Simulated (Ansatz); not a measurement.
Species: CH₆BO₂Si, charge 0, multiplicity 2. It need not be the lowest isomer of its formula. SMILES: C[SiH2]B(O)[O]
Coordinates optimised at B3LYP-D3(BJ)/def2-TZVP (Ansatz, a quantum-chemistry and plane-wave program):
```
Si
H 1 1.4743
H 1 1.4861 2 109.62
C 1 1.8761 2 111.92 3 -124.99
H 4 1.0902 1 110.90 2 -178.76
H 4 1.0907 5 108.55 1 -121.95
H 4 1.0933 5 108.57 6 -117.38
B 1 2.1422 2 111.26 3 115.26
O 8 1.2755 1 99.14 2 1.03
O 8 1.3602 9 142.39 1 -178.73
H 10 0.9662 8 113.04 9 -0.80
```
Charge 0, spin multiplicity 2.

Quantity: atomisation energy (electronic, to ground-state atoms), in kcal/mol. Correlated levels leave the core frozen unless marked. UHF or UKS for open shells. Spin-orbit coupling is left out. Non-relativistic. The coupled-cluster limit lacks core correlation, which all-electron functionals hold. CBS marks a two-point X^-3 extrapolation of the correlation energy; Hartree-Fock from the larger set.

| level | program | atomisation energy (kcal/mol) |
|---|---|---|
| BLYP/def2-TZVPD | Ansatz | 981.3 |
| revPBE-D4/def2-TZVPD | Ansatz + dftd4 | (withheld) |
| r2SCAN/def2-TZVPD | Ansatz | 995.0 |
| r2SCAN-D3(BJ)/def2-TZVPD | Ansatz + dftd3 | 996.3 |
| B97M-V/def2-TZVPD | Ansatz | (withheld) |
| B3LYP-D4/def2-TZVPD | Ansatz + dftd4 | (withheld) |
| PBE0/def2-QZVPP | Ansatz | 984.9 |
| BHLYP-D3(BJ)/def2-TZVPD | Ansatz + dftd3 | 957.0 |
| r2SCANh/def2-TZVPD | Ansatz | 986.7 |
| wB97M-V/def2-TZVPD | Ansatz | (withheld) |
| B2GP-PLYP-D3(BJ)/def2-TZVPD | Ansatz + dftd3 | 974.7 |
| B2GP-PLYP/def2-TZVPD | Ansatz | 971.2 |
| SCS-MP2/6-31G | Ansatz | 804.1 |
| SCS-MP2/6-31G* | Ansatz | 890.5 |
| SCS-MP2/cc-pV(D+d)Z | Ansatz | 908.3 |
| CCSD(T)/CBS(cc-pV(T+d)Z,cc-pV(Q+d)Z) | Ansatz | 985.3 |

### Question
Some entries are withheld; supply them.

### Answer

- revPBE-D4/def2-TZVPD, atomisation energy (kcal/mol): 983.9
- B97M-V/def2-TZVPD, atomisation energy (kcal/mol): 991.2
- B3LYP-D4/def2-TZVPD, atomisation energy (kcal/mol): 989.0
- wB97M-V/def2-TZVPD, atomisation energy (kcal/mol): 988.2
